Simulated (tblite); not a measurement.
Distances in Å between the heavy atoms of a computed structure (GFN2-xTB; lower triangle, same order across):
```
C1    0.00
C2    1.33  0.00
P3    2.75  1.79  0.00
C4    3.99  2.98  1.80  0.00
C5    3.95  2.92  1.83  2.99  0.00
C6    5.25  4.25  2.73  3.29  1.53  0.00
F7    6.20  5.27  3.90  4.60  2.38  1.32  0.00
F8    5.90  4.75  3.23  3.06  2.36  1.33  2.15  0.00
F9    5.25  4.46  2.74  3.24  2.34  1.35  2.16  2.15  0.00
```

Hydrogens: 2 on C1, 1 on C2, 1 on P3, 3 on C4, 2 on C5.

Charge +1, singlet.

**Question.** Which heavy atoms are bonded, and with what formal order?

**Answer.** C1–C2 (double); C2–P3 (single); P3–C4 (single); P3–C5 (single); C5–C6 (single); C6–F7 (single); C6–F8 (single); C6–F9 (single).

**Question.** Write the SMILES.

**Answer.** `C=C[PH+](C)CC(F)(F)F`, [C5H9F3P]+. The mark at the stereocentre is left out: distances alone don't tell a structure from its mirror image. Among its features: C=C double bond, CF3 group and C–F bond.

**Question.** Describe the place of each heavy atom.

**Answer.** C1: terminal =CH2 carbon; C2: alkene CH carbon; P3: phosphonium phosphorus; C4: sp3 carbon bound to phosphorus; C5: sp3 carbon bound to phosphorus; C6: CF3 carbon; F7/F8/F9: fluorine of a CF3 group.

The values belong to the conformer `[CH2:1]=[CH:2][P@@H+:3]([CH3:4])[CH2:5][C:6]([F:7])([F:8])[F:9]`: C1–C2–P3–C4 117°, C2–P3–C5–C6 -177°, P3–C5–C6–F7 -157°.
